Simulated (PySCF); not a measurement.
**Ionisation energy of S⁴⁺ by level of theory**

S⁴⁺ [Ne] 3s2 → S⁵⁺ [Ne] 3s1 [3s1/2^1, M_J = 1/2], as a difference of total energies. All numbers are calculated (PySCF 2.14, the two-component X2C-1e Hamiltonian, in an even-tempered Gaussian basis (20 s from 0.14 bohr⁻², ratio 2.4; 13 p from 0.18 bohr⁻², ratio 2.4; 5 d from 0.94 bohr⁻², ratio 2.6; 5 f from 1.4 bohr⁻², ratio 2.6)). Correlated levels: 1s2 frozen; the 46 highest virtual spinors dropped. "Screened" scales the spin-orbit matrix elements by Boettger's factors to mimic the two-electron term; Breit and QED terms are absent.

```json
{"method": "GHF (screened spin-orbit)", "ionisation energy (eV)": "70.805", "error (eV)": "-1.789"}
{"method": "GMP2 (screened spin-orbit)", "ionisation energy (eV)": "72.254", "error (eV)": "-0.340"}
```

Reference: 72.594 eV (measured; NIST Atomic Spectra Database, ionization energies).

MP2 underrates the near-degeneracy of ns² with np² in the lower species.
